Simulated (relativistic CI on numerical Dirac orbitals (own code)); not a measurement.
Level scheme of Er66+

Calculated at this level of theory: Dirac-Coulomb-Breit CI, separate exchange-only KLI orbitals for each configuration, model QED, unscaled Slater integrals (own radial code, finite nucleus).

CI space: 1s2, 1s.2s, 1s.2p, 1s.3s, 1s.3p, 1s.3d, 1s.4s, 1s.4p, 1s.4d, 1s.4f, 1s.5s, 1s.5p, 1s.5d, 1s.5f, 1s.5g, 1s.6s, 1s.6p, 1s.6d, 2s2. Levels of other configurations are missing.

```
No.  Configuration  Term  J  E (10³ cm⁻¹)    %  Landé g
  1            1s2    1S  0             0  100         
  2          1s.2s    3S  1        396222  100    1.893
  3          1s.2p   3P°  1        397057   68    1.232
  4          1s.2s    1S  0        397259  100         
  5          1s.2p   3P°  0        397267  100         
  6          1s.2p   3P°  2        405737  100    1.433
  7          1s.2p   1P°  1        406104   68    1.163
  8          1s.3s    3S  1        472318  100    1.905
  9          1s.3p   3P°  1        472542   68    1.244
 10          1s.3s    1S  0        472594  100         
 11          1s.3p   3P°  0        472597  100         
 12          1s.3p   3P°  2        475125  100    1.446
 13          1s.3d    3D  2        475202   60    1.046
 14          1s.3d    3D  1        475227  100    0.525
 15          1s.3p   1P°  1        475233   68    1.186
 16          1s.3d    3D  3        475963  100    1.293
 17          1s.3d    1D  2        475983   60    1.080
 18          1s.4s    3S  1        498481  100    1.909
 19          1s.4p   3P°  1        498572   68    1.248
 20          1s.4s    1S  0        498593  100         
 21          1s.4p   3P°  0        498594  100         
 22          1s.4p   3P°  2        499655  100    1.451
 23          1s.4d    3D  2        499688   60    1.050
 24          1s.4d    3D  1        499698  100    0.533
 25          1s.4p   1P°  1        499701   68    1.194
 26          1s.4d    3D  3        500010  100    1.298
 27          1s.4f   3F°  3        500012   57    1.012
 28          1s.4f   3F°  2        500017  100    0.686
 29          1s.4d    1D  2        500019   60    1.087
 30          1s.4f   3F°  4        500169  100    1.222
```

Energies count from the lowest computed level; ° marks odd parity.

The mean weight of the leading LS term, summed over parents, in these 30 levels is 87 %, and that of the leading jj configuration (from the same eigenvectors) 100 %, so jj coupling describes them better and the LS labels are nominal.

At this charge energies of transitions that change n are usually good to better than 1 %, and those within a shell (Δn = 0) to a few per cent.

LS names give the leading component of a level, which can be under half, so a name can repeat, a term be missing and a line seem to break the LS rules.
